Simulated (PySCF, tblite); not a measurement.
Isomers of C2H12SSi4. Calculated harmonic vibrations of the isolated species, GFN2-xTB (tblite), most abundant isotopes, no scaling. The method is semi-empirical: single wavenumbers can be off by several per cent or more. Modes of hydrogen on silicon can be 10 to 20 % off. One conformer each.

Electronic energies: PBE0/pcSseg-1 single points on the GFN2-xTB geometries (PySCF, gas phase).

```
                         SMILES  electronic energy, lowest = 0 (kcal/mol)
 CS[Si@@H]1[SiH2]C[SiH2][SiH2]1                                       0.0
   C=C[SiH2][SiH2]S[SiH2][SiH3]                                      21.4
CS[Si@@H]1[SiH2][SiH2][Si@@H]1C                                       4.7
```

**Question.** How do GFN2-xTB zero-point energies change the relative energies?

**Answer.** 
| SMILES | ZPE (kcal/mol) | of it from modes above 1550 cm⁻¹ | electronic (kcal/mol) | with ZPE, lowest = 0 (kcal/mol) | lowest mode (cm⁻¹) | rings |
| --- | --- | --- | --- | --- | --- | --- |
| CS[Si@@H]1[SiH2]C[SiH2][SiH2]1 | 77.2 | 43.4 | 0.0 | 0.0 | 26 | 1 |
| CS[Si@@H]1[SiH2][SiH2][Si@@H]1C | 77.8 | 44.5 | 4.7 | 5.4 | 37 | 1 |
| C=C[SiH2][SiH2]S[SiH2][SiH3] | 73.3 | 44.1 | 21.4 | 17.5 | 10 | 0 |

The zero-point energies span 4.5 kcal/mol, from `C=C[SiH2][SiH2]S[SiH2][SiH3]` to `CS[Si@@H]1[SiH2][SiH2][Si@@H]1C`. The order is unchanged.

**Question.** And how do the electronic energies of GFN2-xTB itself compare?

**Answer.** `CS[Si@@H]1[SiH2]C[SiH2][SiH2]1` 11.4; `CS[Si@@H]1[SiH2][SiH2][Si@@H]1C` 27.3; `C=C[SiH2][SiH2]S[SiH2][SiH3]` 0.0 kcal/mol, lowest = 0. Against the energies above, taken from the same isomer `CS[Si@@H]1[SiH2]C[SiH2][SiH2]1`, the largest difference is 32.8 kcal/mol.
